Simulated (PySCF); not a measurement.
## Vibration and rotation of BeF⁺

RHF-CCSD(T) constants of BeF⁺, ¹Σ⁺ (singlet), closed shell (PySCF, spin-free X2C with a Gaussian nucleus, basis sets Be jorge-DZP-DKH, F jorge-DZP-DKH; masses 9.0122 and 18.9984 u):

| Property | Result |
| --- | --- |
| ωe | 1285.5 cm⁻¹ |
| ωexe | 6.89 cm⁻¹ |
| Be | 1.4287 cm⁻¹ |
| αe | 0.0136 cm⁻¹ |
| D (centrifugal) | 7.06e-06 cm⁻¹ |
| De to Be⁺ + F | 4.93 eV |

(1) Estimate the standard entropy (1 bar) and heat capacity of the ideal gas at 500 K, rigid rotor with B0 and harmonic oscillator at the fundamental.

Correlated steps freeze 1 core orbital. Correlated levels converge slowly with the basis: in double zeta they bind strong bonds too weakly, by up to about 1 eV, and carry superposition errors of some tenths. For an ion De counts to the pair picked by the measured ionisation energies or electron affinities, which need not be the lowest pair at this level. Where the molecule has an RHF reference, its open-shell atoms are computed with UHF.

## Answers

(1) Translation (Sackur–Tetrode, M = 28.01 u): 161.2 J/(mol K). Rotation: q = kT/(σB0) = 244 with σ = 1, 54.0. Vibration: x = hcν0/kT = 3.66, 1.02. S° = 216.2 J/(mol K); Cp = 7R/2 + 3.02 = 32.1 J/(mol K).
